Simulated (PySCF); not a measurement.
## Calculated NMR parameters of CC(C)(C)[C@]([SiH3])(C#N)C=O

```
Formula                               : C7H13NOSi
SMILES                                : CC(C)(C)[C@]([SiH3])(C#N)C=O
InChI                                 : InChI=1S/C7H13NOSi/c1-6(2,3)7(10,4-8)5-9/h5H,1-3,10H3/t7-/m0/s1
Point group of the computed structure : C1
Degrees of unsaturation               : 3
Carbon signals                        : 5
Proton signals                        : 3
```

Atom-mapped SMILES (the numbers label the heavy atoms): `[CH3:1][C:2]([CH3:3])([CH3:4])[C@:5]([SiH3:6])([C:7]#[N:8])[CH:9]=[O:10]`. Each H is labelled by its parent atom.

Calculated, not measured (PySCF): GIAO PBE0/pcSseg-1 shieldings, geometry: GFN2-xTB. One computed conformer, no relativistic terms, no solvent model, equivalent nuclei averaged.

Scale: 1H, 13C, 29Si against TMS; 15N vs NH3; 17O vs H2O (reference shieldings calculated alike).

| carbon | δC, type | δH (multiplicity) | HMBC from (2–3 bonds) | span of the C tensor (ppm) |
| --- | --- | --- | --- | --- |
| C1/C3/C4 | 29.5, CH3 | 1.40 (s) | H(C1)/H(C3)/H(C4) | 45 |
| C2 | 37.5, C | – | H(C9), H(Si6), H(C1)/H(C3)/H(C4) | 18 |
| C5 | 53.3, C | – | H(C9), H(Si6), H(C1)/H(C3)/H(C4) | 67 |
| C7 | 124.3, C | – | H(C9), H(Si6) | 344 |
| C9 | 203.3, CH | 10.11 (s) | H(Si6) | 194 |

Other nuclei:
```csv
atoms,nucleus,environment,δ (ppm),σ (ppm)
H(Si6),1H,hydrogen on a silicon bonded to C,4.16,27.55
Si6,29Si,"silicon bonded to C, 3 H",-61.6,410.8
N8,15N,nitrile nitrogen,313.8,-46.1
O10,17O,aldehyde oxygen,679.3,-343.3
```

Carbon types of the structure: 3 × C, 1 × CH, 3 × CH3, leaving 3 H on heteroatoms. δC 203.3: aldehyde carbonyl carbon; the double bond to the heteroatom, with no lone-pair donor beside it, deshields it most. δC 124.3: nitrile carbon; this is the usual window of a C≡N carbon, which has no attached hydrogen. δC 37.5: quaternary sp3 carbon; a saturated carbon with 4 carbon neighbours and no heteroatom attached. δC 29.5: methyl carbon; a saturated carbon with 1 carbon neighbour and no heteroatom attached. δH 10.11: hydrogen on an aldehyde carbonyl carbon; the formyl region, downfield of aromatic protons.

Shifts are as computed. Against solution values, carbons near 30 ppm lie about +3 ppm off and those near 130 ppm about +5 ppm. Of 1309 compounds with measured shifts, 239 miss one by over three times the rms of a fit or turn the order of signals round; such compounds aren't used in these exercises. Unscaled 17O shifts of doubly bonded oxygen tend to come out too high, by tens of ppm or more. Experimental scales use liquid or dissolved standards, which lie at an offset from isolated NH3 (liquid NH3: subtract about 20 ppm) and H2O (liquid H2O: subtract about 36 ppm). Unscaled 15N shifts of sp2 nitrogen come out 20 to 40 ppm too high even then. No couplings were computed; multiplicities are counted from neighbouring protons, with m where these are inequivalent, close in shift, in a saturated or five-membered ring or joined by F or P, and br s for small geminal =CH2 splittings.
